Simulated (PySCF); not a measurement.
Cd(Me)2 (C2H6Cd), SMILES [CH3][Cd][CH3].

The structure is a stationary point at PBE-D3(BJ)/def2-SVP. The isomer is the one that the SMILES or the coordinates give; other isomers of the formula were not compared. The def2 effective core potentials stand for the cores of Cd; spin–orbit coupling is left out.

Calculation: PBE-D3(BJ)/def2-SVP in PySCF 2.14.0.

Frequencies are harmonic and unscaled.

A small imaginary wavenumber (i) marks a very flat motion, where grid noise or a shallow saddle decides the sign.

Modes within 1.5 cm⁻¹ of each other (mostly degenerate sets) share a row, with their intensities summed.

```json
[
 {"mode": "1", "ν (cm⁻¹)": "18i", "IR (km/mol)": "0.0", "moving atoms (share of kinetic energy)": "H 100 %"},
 {"mode": "2–3", "ν (cm⁻¹)": "127", "IR (km/mol)": "1.7", "moving atoms (share of kinetic energy)": "C 50 %, H 30 %, Cd 20 %"},
 {"mode": "4", "ν (cm⁻¹)": "456", "IR (km/mol)": "0.0", "moving atoms (share of kinetic energy)": "C 81 %, H 19 %"},
 {"mode": "5", "ν (cm⁻¹)": "519", "IR (km/mol)": "50.0", "moving atoms (share of kinetic energy)": "C 61 %, Cd 21 %, H 18 %"},
 {"mode": "6–7", "ν (cm⁻¹)": "616", "IR (km/mol)": "0.0", "moving atoms (share of kinetic energy)": "H 87 %, C 13 %"},
 {"mode": "8–9", "ν (cm⁻¹)": "695", "IR (km/mol)": "126.3", "moving atoms (share of kinetic energy)": "H 80 %, C 19 %"},
 {"mode": "10", "ν (cm⁻¹)": "1130", "IR (km/mol)": "0.0", "moving atoms (share of kinetic energy)": "H 84 %, C 16 %"},
 {"mode": "11", "ν (cm⁻¹)": "1132", "IR (km/mol)": "0.8", "moving atoms (share of kinetic energy)": "H 81 %, C 19 %"},
 {"mode": "12–13", "ν (cm⁻¹)": "1382", "IR (km/mol)": "0.0", "moving atoms (share of kinetic energy)": "H 95 %"},
 {"mode": "14–15", "ν (cm⁻¹)": "1384", "IR (km/mol)": "1.6", "moving atoms (share of kinetic energy)": "H 95 %"},
 {"mode": "16–17", "ν (cm⁻¹)": "2973", "IR (km/mol)": "26.2", "moving atoms (share of kinetic energy)": "H 97 %"},
 {"mode": "18–21", "ν (cm⁻¹)": "3078", "IR (km/mol)": "28.4", "moving atoms (share of kinetic energy)": "H 91 %, C 9 %"}
]
```
